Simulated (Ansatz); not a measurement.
Consider the ligand exchange at the Si–C bond: `BC([SiH3])C#C` + `[OH][Mg][OH]` → `[OH][Mg][O][SiH3]` + `BCC#C`.

Gas-phase electronic energies from Ansatz, PBE0-D4/def2-TZVP geometries. CBS: MP2 limit from def2 TZ/QZ plus the TZ coupled-cluster correction, frozen cores. Functionals use def2-TZVPP. For Mg outer-core shells are correlated without core-valence functions, which leaves a few kJ/mol of doubt a bond. Each species was taken in one conformer, which may not be the lowest.

`BC([SiH3])C#C`:

```xyz
12

B     0.293    0.043   -1.670
C    -0.264    0.505   -0.311
Si    1.231    0.186    0.862
C    -1.380   -0.206    0.262
C    -2.285   -0.820    0.762
H     0.076   -1.059   -2.075
H     1.016    0.777   -2.277
H    -0.383    1.593   -0.239
H     1.602   -1.249    0.830
H     0.800    0.573    2.226
H     2.388    1.016    0.441
H    -3.095   -1.361    1.189
```

`[OH][Mg][OH]`:

Cartesian coordinates in Å:
```
O -1.250 -0.192 1.233
Mg 0.001 -0.002 0.001
O 1.255 0.180 -1.230
H -1.637 -0.094 2.093
H 1.631 0.108 -2.097
```

`[OH][Mg][O][SiH3]`:

```xyz
8

O     0.814    0.570    3.178
Mg    0.385    0.249    1.506
O    -0.053   -0.016   -0.208
Si   -0.447   -0.258   -1.751
H     1.041    0.476    4.092
H     0.585   -1.075   -2.455
H    -1.749   -0.979   -1.874
H    -0.578    1.033   -2.489
```

`BCC#C`:

Cartesian coordinates in Å:
```
B 0.392 0.682 -1.298
C -0.073 0.621 0.193
C -0.235 -0.684 0.801
C -0.364 -1.773 1.287
H 0.528 1.763 -1.793
H 0.608 -0.300 -1.941
H -1.010 1.196 0.257
H 0.633 1.233 0.774
H -0.479 -2.739 1.720
```

| level | ΔE (kJ/mol) |
| --- | --- |
| PBE0 | -101.3 |
| CCSD/CBS(def2) | -113.9 |

(1) What does CCSD(T)/CBS give? (An estimate is asked.)

Largest T1 diagnostic among the species: 0.013.

Answers

(1) Computed: -108.3 kJ/mol. The listed levels differ from it by 7.0, -5.6 kJ/mol.

In def2-TZVPP, CCSD(T) changes the Hartree–Fock value by +34.8 kJ/mol (the triples alone add +5.6 kJ/mol) and MP2 by +38.7 kJ/mol. The D4 term adds +8.5 kJ/mol with B3LYP and +4.6 kJ/mol with PBE0; it sums over pairs of atoms, weighted by their polarisabilities, and B3LYP, whose exchange is more repulsive, gets the larger term. From PBE to PBE0 (25 % exact exchange), in def2-TZVPP and without D4, ΔE moves by −8.0 kJ/mol.

B3LYP here is the variant with VWN-RPA as its local correlation; programs differ in this.
